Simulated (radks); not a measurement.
Results of a calculation; reference values are marked as such.
Isoelectronic series with 7 electrons, each ion in its NIST ground configuration. Level of theory: Dirac Kohn-Sham, PBE, spin-unpolarised, spherical densities, finite nucleus; open shells fill j = l - 1/2 first; Fermi nuclear charge, rms radius of each element as measured or else 0.836 A^(1/3) + 0.57 fm (a radial shooting solver on a logarithmic mesh with Libxc functionals). Total energies (hartree) and mean radii <r> (bohr):

| ion | configuration | E (hartree) | 2p3/2 | 2p1/2 |
|---|---|---|---|---|
| N | [He] 2s2 2p3 | -54.45374 | 1.485 | 1.483 |
| F2+ | [He] 2s2 2p3 | -97.62438 | 0.8969 | 0.8955 |
| Al6+ | [He] 2s2 2p3 | -223.30584 | 0.5153 | 0.5138 |
| P8+ | [He] 2s2 2p3 | -305.87234 | 0.4261 | 0.4244 |
| Cl10+ | [He] 2s2 2p3 | -401.65568 | 0.3634 | 0.3616 |
| K12+ | [He] 2s2 2p3 | -510.71974 | 0.3169 | 0.3149 |
| Sc14+ | [He] 2s2 2p3 | -633.13846 | 0.2809 | 0.2788 |
| V16+ | [He] 2s2 2p3 | -768.99591 | 0.2523 | 0.2500 |
| Mn18+ | [He] 2s2 2p3 | -918.38615 | 0.2290 | 0.2265 |
| Co20+ | [He] 2s2 2p3 | -1081.41385 | 0.2096 | 0.2069 |
| Cu22+ | [He] 2s2 2p3 | -1258.19421 | 0.1932 | 0.1903 |
| Ga24+ | [He] 2s2 2p3 | -1448.85353 | 0.1792 | 0.1761 |
| As26+ | [He] 2s2 2p3 | -1653.52987 | 0.1671 | 0.1638 |
| Br28+ | [He] 2s2 2p3 | -1872.37347 | 0.1565 | 0.1530 |
| Rb30+ | [He] 2s2 2p3 | -2105.54710 | 0.1471 | 0.1435 |
